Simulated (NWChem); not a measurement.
# Polarisability of BeCl (+1)

```
Be
Cl 1 1.7564
```
Charge +1, spin multiplicity 1.

The numbers come from NWChem runs, not from measurements. All single points use one geometry, from B3LYP/def2-SVP, a minimum by its harmonic frequencies.

Basis set: def2-SVPD. Static limit.

The correlated methods keep 6 core orbitals frozen. B3LYP has NWChem's definition, with VWN1-RPA local correlation. The spin multiplicity of the parent species was assumed, not shown to be that of its ground state. The structure started from a generated list of species. Coupled-cluster values serve here as a point of comparison, not as the truth.

Order these methods by the isotropic polarisability they give, lowest first: BHandHLYP, PBE, HF, CCSD linear response.

HF (19.43 bohr³), BHandHLYP (20.46 bohr³), CCSD linear response (21.74 bohr³), PBE (22.25 bohr³)
